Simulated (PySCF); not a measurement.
## BeSn⁺: energy against distance

Set-up: Be x2c-SVPall, Sn x2c-SVPall; spin-free X2C with a Gaussian nucleus (PySCF 2.14). Energies in eV from Be + Sn⁺ in their ground configurations at the same level. State: ²Π (doublet), unpaired electrons π ↑.

All columns are UHF. A positive dipole points towards Sn; it is taken about the centre of mass and depends on that origin.

| R (Å) | E (eV) | μ (D) | Mulliken charge on Be (basis-dependent) | HOMO (eV) | LUMO (eV) | Mayer bond order | ⟨S²⟩ |
| --- | --- | --- | --- | --- | --- | --- | --- |
| 2.206 | -0.299 | -6.24 | 0.55 | -13.01 | -6.21 | 1.30 | 0.80 |
| 2.308 | -0.573 | -6.52 | 0.56 | -12.77 | -6.05 | 1.25 | 0.76 |
| 2.411 | -0.740 | -6.57 | 0.56 | -12.63 | -5.91 | 1.16 | 0.76 |
| 2.488 | -0.818 | -6.56 | 0.56 | -12.57 | -5.83 | 1.09 | 0.77 |
| 2.565 | -0.867 | -6.51 | 0.54 | -12.54 | -5.80 | 1.01 | 0.77 |
| 2.642 | -0.893 | -6.43 | 0.53 | -12.53 | -5.78 | 0.95 | 0.77 |
| 2.745 | -0.902 | -6.28 | 0.50 | -12.53 | -5.74 | 0.87 | 0.78 |
| 2.873 | -0.883 | -6.04 | 0.46 | -12.57 | -5.70 | 0.78 | 0.78 |
| 3.027 | -0.833 | -5.69 | 0.40 | -12.64 | -5.66 | 0.69 | 0.78 |
| 3.232 | -0.740 | -5.14 | 0.33 | -12.75 | -5.65 | 0.58 | 0.78 |

A fit through these points gives, at Re = 2.730 Å, μ = -6.31 D and dμ/dR = 1.60 D/Å; the reduced mass is 8.382 u.

Problem. How strong is the fundamental in the double-harmonic approximation, I = 42.26·(dμ/dR)²/μred km/mol?

Solution. I = 42.26·(1.60)²/8.382 = 12.9 km/mol at UHF.

These are scalar-relativistic numbers at best; spin–orbit coupling would shift them, the dissociation energy most. For an ion De counts to the pair picked by the measured ionisation energies or electron affinities, which need not be the lowest pair at this level. Hartree–Fock leaves out correlation, which carries a large part of most bond energies and some tenths to 1 eV of ionisation energies. The state is the lowest determinant that a PBE0 search found; another state may lie lower at other levels.
